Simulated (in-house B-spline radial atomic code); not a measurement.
## Excitations of the xenon ion Xe⁵²⁺ by several methods

Full response, energies in eV; labels give the largest channel, * marks a mixed state, a dash one above the method's threshold, and an imaginary frequency an unstable closed-shell reference. Computed with an all-electron radial atomic-structure program (B-spline basis): linear response of the closed shell 1s2 with each method's own kernel (bare exchange for TDHF, static screening on G0W0 levels for BSE, the adiabatic kernel for functionals); non-relativistic, point nucleus, no spin-orbit coupling, no double excitations, S, P, D and F terms only.

Without relativity these are model numbers for so heavy an element.

```tsv
method	1s → 2s 3S	1s → 2p 3P	1s → 2s 1S	α (bohr³)
TDHF	29116.13	29171.15	29179.57	1.087e-06
PBE	?	?	?	?
B97-1	29015.68	29082.94	29079.31	1.09e-06
CAM-B3LYP	28869.36	28990.80	29030.01	1.09e-06
BP86	29000.06	29066.92	29060.83	1.091e-06
RPBE	?	?	?	?
```

**Question.** What does PBE give?

**Answer.** 1s → 2s 3S: 28992.42; 1s → 2p 3P: 29059.37; 1s → 2s 1S: 29054.70; α: 1.091e-06 (eV, bohr³).

**Question.** What does RPBE give?

**Answer.** 1s → 2s 3S: 28992.92; 1s → 2p 3P: 29060.67; 1s → 2s 1S: 29055.21; α: 1.091e-06 (eV, bohr³).
